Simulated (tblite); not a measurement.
Record of a relaxation.

Species: C5H10B2FN.
SMILES with atom numbers: `[BH2:1][N:2]([CH2:3][BH:4][F:5])[CH2:6][C:7]#[C:8][CH3:9]` (hydrogens: H10, H11 on B1; H12, H13 on C3; H14 on B4; H15, H16 on C6; H17, H18, H19 on C9)

Computed with GFN2-xTB (tblite), gas phase: L-BFGS steps from a force-field or distance-geometry start until the largest atomic force falls under 0.01 eV/Å. 9 of its 151 geometries are shown.

Step 0: E = -703.5465 eV, largest atomic force 3.455 eV/Å
```
atom  x, y, z in Å  |  force x, y, z in eV/Å
B1     -2.283   -1.911    0.410    1.811  -0.054   0.001
N2     -1.259   -0.795    0.700   -1.531  -1.990  -0.135
C3     -1.691    0.302   -0.126    0.076   0.624   0.396
B4     -0.806    1.609    0.043   -0.500   1.716   2.554
F5     -0.437    2.094    1.379   -0.655  -1.245  -3.156
C6     -0.031   -1.300    0.117    0.651  -0.217   0.519
C7      1.093   -0.370    0.211    0.008   0.185   0.291
C8      2.034    0.381    0.297   -0.161   0.021  -0.124
C9      3.181    1.267    0.375    0.451   0.081   1.062
H10    -2.470   -2.817    1.134   -0.169   0.465   0.206
H11    -2.405   -2.116   -0.762   -0.607   0.214   0.404
H12    -2.737    0.534    0.189    0.564   0.145  -0.421
H13    -1.684   -0.089   -1.161   -0.357   0.699  -0.285
H14    -1.016    2.477   -0.751    0.752  -0.260   0.320
H15     0.187   -2.264    0.618    0.228   0.396  -0.299
H16    -0.204   -1.450   -0.958    0.236  -0.415  -0.317
H17     3.634    1.446   -0.602   -0.308   0.160   0.079
H18     3.978    0.793    1.006   -0.624   0.215  -0.398
H19     2.905    2.219    0.902    0.134  -0.739  -0.698
```

Step 19: E = -705.4179 eV, largest atomic force 0.548 eV/Å
```
atom  x, y, z in Å  |  force x, y, z in eV/Å
B1     -2.279   -2.004    0.327   -0.029  -0.126   0.455
N2     -1.323   -1.025    0.091   -0.277   0.136  -0.048
C3     -1.700    0.314   -0.340    0.032   0.290   0.127
B4     -0.836    1.598    0.124    0.043  -0.187   0.007
F5     -0.539    1.904    1.381   -0.246  -0.332  -0.360
C6      0.091   -1.368    0.078   -0.345   0.255  -0.084
C7      1.026   -0.279    0.323    0.476   0.036  -0.011
C8      2.009    0.422    0.373   -0.023  -0.061   0.023
C9      3.175    1.293    0.433   -0.110   0.028  -0.040
H10    -1.987   -2.852    1.093    0.053  -0.271  -0.406
H11    -3.370   -1.976   -0.129    0.185   0.340   0.249
H12    -2.664    0.494    0.162   -0.028   0.098  -0.326
H13    -1.878    0.354   -1.431    0.115  -0.042   0.254
H14    -0.690    2.474   -0.650    0.168   0.004   0.044
H15     0.191   -2.184    0.806    0.361   0.131  -0.165
H16     0.331   -1.729   -0.944    0.076  -0.155   0.246
H17     3.545    1.474   -0.586   -0.093  -0.049   0.257
H18     3.986    0.845    1.027   -0.392   0.044  -0.179
H19     2.902    2.253    0.882    0.034  -0.141  -0.045
```

Step 38: E = -705.8820 eV, largest atomic force 0.276 eV/Å
```
atom  x, y, z in Å  |  force x, y, z in eV/Å
B1     -2.309   -1.972    0.460    0.211   0.064   0.166
N2     -1.365   -1.029    0.110    0.055  -0.046  -0.038
C3     -1.671    0.302   -0.398   -0.022  -0.025  -0.027
B4     -0.728    1.480    0.139    0.173  -0.085   0.105
F5     -0.682    1.734    1.436   -0.054  -0.020   0.148
C6      0.052   -1.347    0.018    0.028   0.015   0.051
C7      0.950   -0.198    0.166   -0.009  -0.202  -0.052
C8      1.929    0.499    0.291   -0.059   0.002  -0.037
C9      3.090    1.352    0.433   -0.121  -0.026  -0.018
H10    -1.946   -3.059    0.726   -0.047   0.079   0.037
H11    -3.435   -1.665    0.516   -0.062  -0.016  -0.075
H12    -2.706    0.507   -0.112    0.014   0.127  -0.065
H13    -1.637    0.267   -1.493   -0.039   0.035  -0.104
H14    -0.291    2.333   -0.543   -0.006  -0.053  -0.084
H15     0.291   -2.064    0.814    0.037   0.008  -0.122
H16     0.270   -1.827   -0.955    0.015   0.128   0.103
H17     3.524    1.567   -0.543   -0.015  -0.027  -0.009
H18     3.830    0.838    1.048   -0.038   0.040  -0.026
H19     2.825    2.292    0.911   -0.063   0.001   0.046
```

Step 56: E = -705.9723 eV, largest atomic force 0.135 eV/Å
```
atom  x, y, z in Å  |  force x, y, z in eV/Å
B1     -2.309   -1.896    0.580   -0.026   0.022  -0.022
N2     -1.357   -1.037    0.080   -0.011  -0.087  -0.102
C3     -1.570    0.299   -0.465   -0.052  -0.049   0.034
B4     -0.550    1.370    0.176   -0.049  -0.009   0.032
F5     -0.635    1.564    1.493    0.018   0.028   0.003
C6      0.035   -1.409   -0.054    0.033  -0.036  -0.006
C7      0.924   -0.277    0.161    0.114  -0.053  -0.022
C8      1.851    0.490    0.273    0.038  -0.030   0.013
C9      2.951    1.407    0.431    0.023   0.033   0.011
H10    -1.971   -2.950    0.982   -0.023   0.095  -0.025
H11    -3.439   -1.584    0.568    0.029   0.047   0.052
H12    -2.594    0.588   -0.221   -0.041   0.068  -0.012
H13    -1.502    0.263   -1.562    0.065  -0.007   0.047
H14    -0.069    2.258   -0.432   -0.072  -0.034  -0.027
H15     0.272   -2.204    0.658    0.030  -0.020   0.001
H16     0.238   -1.786   -1.072   -0.047  -0.011  -0.001
H17     3.379    1.655   -0.539   -0.006   0.008  -0.015
H18     3.715    0.935    1.048    0.023   0.025   0.013
H19     2.621    2.322    0.919   -0.045   0.012   0.027
```

Step 75: E = -706.0138 eV, largest atomic force 0.057 eV/Å
```
atom  x, y, z in Å  |  force x, y, z in eV/Å
B1     -2.294   -1.791    0.674    0.008   0.024   0.010
N2     -1.312   -1.051    0.059   -0.011  -0.008  -0.017
C3     -1.485    0.285   -0.496    0.005  -0.001   0.006
B4     -0.530    1.364    0.202   -0.008   0.015   0.008
F5     -0.576    1.491    1.521   -0.014  -0.017   0.024
C6      0.053   -1.507   -0.142   -0.005  -0.011  -0.008
C7      1.015   -0.444    0.108    0.019   0.017  -0.014
C8      1.850    0.412    0.257   -0.036   0.006   0.003
C9      2.846    1.439    0.453    0.004  -0.005   0.011
H10    -2.035   -2.857    1.092    0.002   0.023   0.005
H11    -3.376   -1.344    0.748    0.019  -0.037   0.018
H12    -2.525    0.580   -0.339   -0.004   0.008  -0.011
H13    -1.323    0.246   -1.582    0.000   0.000   0.005
H14    -0.056    2.270   -0.378    0.008   0.022  -0.052
H15     0.258   -2.353    0.518   -0.014  -0.020  -0.011
H16     0.184   -1.835   -1.187    0.002  -0.024   0.002
H17     3.246    1.757   -0.510   -0.007   0.020   0.029
H18     3.660    1.059    1.070   -0.004  -0.015  -0.001
H19     2.389    2.290    0.956    0.036   0.003  -0.008
```

Step 94: E = -706.0192 eV, largest atomic force 0.051 eV/Å
```
atom  x, y, z in Å  |  force x, y, z in eV/Å
B1     -2.262   -1.760    0.725   -0.002   0.007  -0.002
N2     -1.302   -1.048    0.047    0.014  -0.015   0.013
C3     -1.469    0.284   -0.520    0.002  -0.018  -0.008
B4     -0.537    1.376    0.187   -0.009  -0.003  -0.019
F5     -0.582    1.488    1.507   -0.008   0.004   0.013
C6      0.050   -1.525   -0.183    0.032   0.016   0.005
C7      1.026   -0.475    0.066   -0.022  -0.012   0.012
C8      1.813    0.419    0.251    0.035   0.013  -0.007
C9      2.817    1.432    0.480   -0.003  -0.012   0.001
H10    -1.989   -2.815    1.159   -0.015   0.005   0.012
H11    -3.337   -1.306    0.830   -0.011  -0.013   0.021
H12    -2.514    0.574   -0.394   -0.031   0.009   0.017
H13    -1.280    0.234   -1.599   -0.002   0.017  -0.048
H14    -0.076    2.290   -0.393    0.005   0.003  -0.009
H15     0.252   -2.379    0.469   -0.006  -0.002  -0.012
H16     0.158   -1.853   -1.231    0.007   0.007  -0.004
H17     3.210    1.789   -0.472    0.006   0.002   0.023
H18     3.631    1.014    1.072    0.001   0.017  -0.014
H19     2.379    2.269    1.021    0.006  -0.022   0.007
```

Step 112: E = -706.0260 eV, largest atomic force 0.023 eV/Å
```
atom  x, y, z in Å  |  force x, y, z in eV/Å
B1     -2.216   -1.725    0.802    0.009   0.003  -0.006
N2     -1.302   -1.044    0.033    0.008  -0.006  -0.007
C3     -1.509    0.266   -0.571    0.006   0.002   0.007
B4     -0.591    1.384    0.114    0.010   0.008  -0.013
F5     -0.637    1.512    1.431   -0.001   0.010  -0.013
C6      0.049   -1.506   -0.233    0.008  -0.005  -0.006
C7      1.027   -0.464    0.046   -0.021  -0.004   0.001
C8      1.836    0.404    0.253   -0.002   0.003   0.010
C9      2.839    1.403    0.542   -0.009  -0.005   0.002
H10    -1.906   -2.750    1.283   -0.010  -0.004  -0.002
H11    -3.290   -1.279    0.943    0.000  -0.005   0.009
H12    -2.559    0.536   -0.438   -0.001   0.010   0.012
H13    -1.331    0.194   -1.652    0.000   0.003   0.008
H14    -0.108    2.280   -0.476    0.002  -0.004  -0.005
H15     0.259   -2.385    0.381    0.011   0.002   0.000
H16     0.143   -1.789   -1.295   -0.002  -0.002  -0.005
H17     3.200    1.861   -0.379   -0.017  -0.015   0.002
H18     3.677    0.938    1.061   -0.004   0.020  -0.001
H19     2.409    2.175    1.179    0.011  -0.010   0.007
```

Step 131: E = -706.0296 eV, largest atomic force 0.030 eV/Å
```
atom  x, y, z in Å  |  force x, y, z in eV/Å
B1     -2.191   -1.724    0.833    0.018  -0.002  -0.022
N2     -1.300   -1.045    0.036    0.010  -0.009   0.002
C3     -1.520    0.262   -0.571    0.017  -0.005   0.005
B4     -0.567    1.391    0.049    0.003   0.001  -0.017
F5     -0.617    1.607    1.355    0.001  -0.001   0.005
C6      0.045   -1.506   -0.260    0.004  -0.002   0.003
C7      1.023   -0.476    0.055   -0.008  -0.004  -0.026
C8      1.826    0.389    0.294   -0.015  -0.003  -0.022
C9      2.820    1.394    0.590    0.005  -0.002   0.001
H10    -1.873   -2.755    1.293   -0.007   0.008   0.011
H11    -3.256   -1.273    1.015   -0.020   0.001   0.002
H12    -2.562    0.542   -0.399   -0.001   0.005   0.019
H13    -1.388    0.175   -1.658   -0.002  -0.005  -0.009
H14    -0.061    2.235   -0.596   -0.004  -0.001   0.003
H15     0.256   -2.409    0.319    0.000   0.011  -0.011
H16     0.132   -1.746   -1.333   -0.008   0.000   0.029
H17     3.122    1.904   -0.325   -0.005   0.004   0.013
H18     3.693    0.923    1.041    0.009   0.011   0.012
H19     2.407    2.123    1.286    0.004  -0.007   0.002
```

Step 150: E = -706.0311 eV, largest atomic force 0.009 eV/Å
```
atom  x, y, z in Å  |  force x, y, z in eV/Å
B1     -2.182   -1.721    0.845    0.001  -0.003  -0.001
N2     -1.296   -1.045    0.040    0.000  -0.003  -0.002
C3     -1.523    0.260   -0.570   -0.001  -0.002   0.004
B4     -0.545    1.389    0.012   -0.005   0.000  -0.004
F5     -0.584    1.639    1.313    0.001  -0.004  -0.008
C6      0.044   -1.508   -0.273   -0.001   0.003   0.001
C7      1.024   -0.477    0.031    0.002  -0.001  -0.004
C8      1.826    0.386    0.283   -0.003  -0.001   0.005
C9      2.808    1.391    0.615   -0.001   0.000  -0.002
H10    -1.859   -2.749    1.311   -0.001   0.000   0.002
H11    -3.247   -1.272    1.032    0.001   0.002   0.000
H12    -2.555    0.552   -0.361    0.003  -0.002   0.000
H13    -1.430    0.163   -1.660    0.003   0.005   0.007
H14    -0.044    2.216   -0.659    0.003   0.000   0.002
H15     0.264   -2.410    0.303   -0.004   0.006  -0.003
H16     0.114   -1.750   -1.347    0.004   0.001   0.006
H17     3.093    1.949   -0.277    0.002   0.000   0.000
H18     3.693    0.916    1.038   -0.001   0.001  -0.003
H19     2.389    2.080    1.347   -0.002  -0.002   0.001
```

Question: Summarise the path.

Answer: The energy falls by 2.4846 eV from step 0 to step 150; nine tenths of that is first reached at step 29. It falls at every step. The largest force goes from 3.455 to 0.009 eV/Å. Among the bonds B1–N2 changes most, from 1.542 to 1.375 Å; the atoms move by 0.734 Å rms after alignment.

Question: Follow the three bonds and two angles with the largest change from start to end.

Answer: 
```json
{"step": "0", "E above end (eV)": "2.4846", "largest force (eV/Å)": "3.455", "B1–N2 (Å)": "1.542", "B4–F5 (Å)": "1.468", "C9–H19 (Å)": "1.122", "B1–N2–C3 (°)": "104.1", "B1–N2–C6 (°)": "103.6"}
{"step": "7", "E above end (eV)": "1.5668", "largest force (eV/Å)": "0.405", "B1–N2 (Å)": "1.459", "B4–F5 (Å)": "1.307", "C9–H19 (Å)": "1.088", "B1–N2–C3 (°)": "111.0", "B1–N2–C6 (°)": "103.1"}
{"step": "13", "E above end (eV)": "1.2311", "largest force (eV/Å)": "0.771", "B1–N2 (Å)": "1.434", "B4–F5 (Å)": "1.322", "C9–H19 (Å)": "1.082", "B1–N2–C3 (°)": "117.0", "B1–N2–C6 (°)": "116.4"}
{"step": "20", "E above end (eV)": "0.5686", "largest force (eV/Å)": "0.577", "B1–N2 (Å)": "1.387", "B4–F5 (Å)": "1.328", "C9–H19 (Å)": "1.090", "B1–N2–C3 (°)": "122.5", "B1–N2–C6 (°)": "119.8"}
{"step": "26", "E above end (eV)": "0.3017", "largest force (eV/Å)": "0.418", "B1–N2 (Å)": "1.380", "B4–F5 (Å)": "1.321", "C9–H19 (Å)": "1.094", "B1–N2–C3 (°)": "123.6", "B1–N2–C6 (°)": "120.2"}
{"step": "33", "E above end (eV)": "0.1929", "largest force (eV/Å)": "0.232", "B1–N2 (Å)": "1.376", "B4–F5 (Å)": "1.323", "C9–H19 (Å)": "1.088", "B1–N2–C3 (°)": "123.7", "B1–N2–C6 (°)": "120.7"}
{"step": "39", "E above end (eV)": "0.1399", "largest force (eV/Å)": "0.263", "B1–N2 (Å)": "1.380", "B4–F5 (Å)": "1.322", "C9–H19 (Å)": "1.087", "B1–N2–C3 (°)": "125.1", "B1–N2–C6 (°)": "122.4"}
{"step": "46", "E above end (eV)": "0.1029", "largest force (eV/Å)": "0.176", "B1–N2 (Å)": "1.377", "B4–F5 (Å)": "1.330", "C9–H19 (Å)": "1.088", "B1–N2–C3 (°)": "126.1", "B1–N2–C6 (°)": "122.6"}
{"step": "52", "E above end (eV)": "0.0724", "largest force (eV/Å)": "0.152", "B1–N2 (Å)": "1.373", "B4–F5 (Å)": "1.333", "C9–H19 (Å)": "1.089", "B1–N2–C3 (°)": "126.8", "B1–N2–C6 (°)": "122.8"}
{"step": "59", "E above end (eV)": "0.0477", "largest force (eV/Å)": "0.144", "B1–N2 (Å)": "1.377", "B4–F5 (Å)": "1.331", "C9–H19 (Å)": "1.089", "B1–N2–C3 (°)": "127.1", "B1–N2–C6 (°)": "123.2"}
{"step": "65", "E above end (eV)": "0.0303", "largest force (eV/Å)": "0.106", "B1–N2 (Å)": "1.376", "B4–F5 (Å)": "1.329", "C9–H19 (Å)": "1.089", "B1–N2–C3 (°)": "126.1", "B1–N2–C6 (°)": "123.8"}
{"step": "72", "E above end (eV)": "0.0195", "largest force (eV/Å)": "0.068", "B1–N2 (Å)": "1.375", "B4–F5 (Å)": "1.328", "C9–H19 (Å)": "1.089", "B1–N2–C3 (°)": "125.3", "B1–N2–C6 (°)": "124.4"}
{"step": "78", "E above end (eV)": "0.0161", "largest force (eV/Å)": "0.041", "B1–N2 (Å)": "1.375", "B4–F5 (Å)": "1.327", "C9–H19 (Å)": "1.088", "B1–N2–C3 (°)": "125.4", "B1–N2–C6 (°)": "124.3"}
{"step": "85", "E above end (eV)": "0.0142", "largest force (eV/Å)": "0.033", "B1–N2 (Å)": "1.375", "B4–F5 (Å)": "1.326", "C9–H19 (Å)": "1.089", "B1–N2–C3 (°)": "125.6", "B1–N2–C6 (°)": "123.9"}
{"step": "91", "E above end (eV)": "0.0127", "largest force (eV/Å)": "0.032", "B1–N2 (Å)": "1.375", "B4–F5 (Å)": "1.326", "C9–H19 (Å)": "1.089", "B1–N2–C3 (°)": "125.7", "B1–N2–C6 (°)": "123.9"}
{"step": "98", "E above end (eV)": "0.0103", "largest force (eV/Å)": "0.048", "B1–N2 (Å)": "1.375", "B4–F5 (Å)": "1.326", "C9–H19 (Å)": "1.088", "B1–N2–C3 (°)": "125.7", "B1–N2–C6 (°)": "124.1"}
{"step": "104", "E above end (eV)": "0.0072", "largest force (eV/Å)": "0.038", "B1–N2 (Å)": "1.375", "B4–F5 (Å)": "1.325", "C9–H19 (Å)": "1.089", "B1–N2–C3 (°)": "126.1", "B1–N2–C6 (°)": "124.1"}
{"step": "111", "E above end (eV)": "0.0053", "largest force (eV/Å)": "0.034", "B1–N2 (Å)": "1.375", "B4–F5 (Å)": "1.324", "C9–H19 (Å)": "1.089", "B1–N2–C3 (°)": "125.7", "B1–N2–C6 (°)": "124.2"}
{"step": "117", "E above end (eV)": "0.0044", "largest force (eV/Å)": "0.031", "B1–N2 (Å)": "1.375", "B4–F5 (Å)": "1.324", "C9–H19 (Å)": "1.089", "B1–N2–C3 (°)": "125.4", "B1–N2–C6 (°)": "124.4"}
{"step": "124", "E above end (eV)": "0.0033", "largest force (eV/Å)": "0.023", "B1–N2 (Å)": "1.374", "B4–F5 (Å)": "1.324", "C9–H19 (Å)": "1.089", "B1–N2–C3 (°)": "125.4", "B1–N2–C6 (°)": "124.5"}
{"step": "130", "E above end (eV)": "0.0019", "largest force (eV/Å)": "0.043", "B1–N2 (Å)": "1.376", "B4–F5 (Å)": "1.324", "C9–H19 (Å)": "1.089", "B1–N2–C3 (°)": "125.8", "B1–N2–C6 (°)": "124.2"}
{"step": "137", "E above end (eV)": "0.0009", "largest force (eV/Å)": "0.020", "B1–N2 (Å)": "1.375", "B4–F5 (Å)": "1.325", "C9–H19 (Å)": "1.089", "B1–N2–C3 (°)": "125.9", "B1–N2–C6 (°)": "124.3"}
{"step": "143", "E above end (eV)": "0.0002", "largest force (eV/Å)": "0.012", "B1–N2 (Å)": "1.375", "B4–F5 (Å)": "1.325", "C9–H19 (Å)": "1.089", "B1–N2–C3 (°)": "125.8", "B1–N2–C6 (°)": "124.4"}
{"step": "150", "E above end (eV)": "0.0000", "largest force (eV/Å)": "0.009", "B1–N2 (Å)": "1.375", "B4–F5 (Å)": "1.326", "C9–H19 (Å)": "1.089", "B1–N2–C3 (°)": "125.8", "B1–N2–C6 (°)": "124.3"}
```

What follows is the cost of the whole relaxation. On Arm Neoverse N1, one thread, shared host with 64 logical CPUs at a one-minute load of 61, this took 1.7 s.
